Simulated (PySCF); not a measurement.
# Stretching CSe

Set-up: basis C pcseg-1, Se pcseg-1; no relativity; PySCF 2.14. Energies in eV from C + Se in their ground configurations at the same level. State: ¹Σ⁺ (singlet), closed shell.

All columns are B97-3. A positive dipole means C(−)Se(+).

```json
{"R (Å)": "1.446", "E (eV)": "-4.073", "μ (D)": "2.80", "Mulliken charge on C (basis-dependent)": "-0.19", "HOMO (eV)": "-8.00", "LUMO (eV)": "-1.43", "Mayer bond order": "2.68", "⟨S²⟩": "0.00"}
{"R (Å)": "1.514", "E (eV)": "-5.088", "μ (D)": "2.58", "Mulliken charge on C (basis-dependent)": "-0.14", "HOMO (eV)": "-8.24", "LUMO (eV)": "-1.72", "Mayer bond order": "2.63", "⟨S²⟩": "0.00"}
{"R (Å)": "1.581", "E (eV)": "-5.650", "μ (D)": "2.36", "Mulliken charge on C (basis-dependent)": "-0.10", "HOMO (eV)": "-8.45", "LUMO (eV)": "-2.01", "Mayer bond order": "2.58", "⟨S²⟩": "0.00"}
{"R (Å)": "1.631", "E (eV)": "-5.850", "μ (D)": "2.19", "Mulliken charge on C (basis-dependent)": "-0.07", "HOMO (eV)": "-8.59", "LUMO (eV)": "-2.21", "Mayer bond order": "2.56", "⟨S²⟩": "0.00"}
{"R (Å)": "1.682", "E (eV)": "-5.906", "μ (D)": "2.01", "Mulliken charge on C (basis-dependent)": "-0.04", "HOMO (eV)": "-8.71", "LUMO (eV)": "-2.42", "Mayer bond order": "2.55", "⟨S²⟩": "0.00"}
{"R (Å)": "1.732", "E (eV)": "-5.850", "μ (D)": "1.84", "Mulliken charge on C (basis-dependent)": "-0.02", "HOMO (eV)": "-8.82", "LUMO (eV)": "-2.61", "Mayer bond order": "2.53", "⟨S²⟩": "0.00"}
{"R (Å)": "1.800", "E (eV)": "-5.647", "μ (D)": "1.60", "Mulliken charge on C (basis-dependent)": "0.01", "HOMO (eV)": "-8.93", "LUMO (eV)": "-2.86", "Mayer bond order": "2.52", "⟨S²⟩": "0.00"}
{"R (Å)": "1.884", "E (eV)": "-5.249", "μ (D)": "1.32", "Mulliken charge on C (basis-dependent)": "0.03", "HOMO (eV)": "-8.73", "LUMO (eV)": "-3.16", "Mayer bond order": "2.52", "⟨S²⟩": "0.00"}
{"R (Å)": "1.985", "E (eV)": "-4.645", "μ (D)": "1.00", "Mulliken charge on C (basis-dependent)": "0.05", "HOMO (eV)": "-8.46", "LUMO (eV)": "-3.48", "Mayer bond order": "2.51", "⟨S²⟩": "0.00"}
{"R (Å)": "2.119", "E (eV)": "-3.742", "μ (D)": "0.59", "Mulliken charge on C (basis-dependent)": "0.07", "HOMO (eV)": "-8.16", "LUMO (eV)": "-3.86", "Mayer bond order": "2.50", "⟨S²⟩": "0.00"}
```

A fit through these points gives, at Re = 1.680 Å, μ = 2.02 D and dμ/dR = -3.48 D/Å; the reduced mass is 10.43 u.

Problem. How strong is the fundamental in the double-harmonic approximation, I = 42.26·(dμ/dR)²/μred km/mol?

Solution. I = 42.26·(-3.48)²/10.43 = 49.1 km/mol at B97-3.
